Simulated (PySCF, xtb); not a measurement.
C2H10O2Si2, SMILES [SiH2](CC[SiH2]O)O. The values are those of a single conformer.

Harmonic wavenumbers (cm⁻¹) from GFN2-xTB (xtb) at its own minimum, in rising order: 38, 48, 86, 167, 174, 207, 245, 255, 370, 473, 488, 601, 622, 670, 697, 740, 752, 766, 777, 785, 793, 814, 834, 884, 891, 1086, 1091, 1166, 1298, 1316, 1487, 1497, 2196, 2229, 2311, 2333, 2911, 2926, 2952, 2965, 3673, 3676.

Task: What does PBE-D3(BJ)/def2-SVP run with PySCF give at its own minimum? (The exact figures need the calculation; the answer reports its results.)

Result: 35, 59, 90, 139, 148, 185, 197, 239, 374, 458, 497, 632, 648, 681, 692, 778, 806, 812, 850, 867, 875, 883, 893, 916, 923, 998, 1043, 1094, 1222, 1232, 1376, 1384, 2116, 2126, 2185, 2194, 2949, 2956, 3002, 3010, 3767, 3772. Paired by order, the mean absolute difference is 53 cm⁻¹ and the zero-point energies are 71.9 and 71.6 kcal/mol.
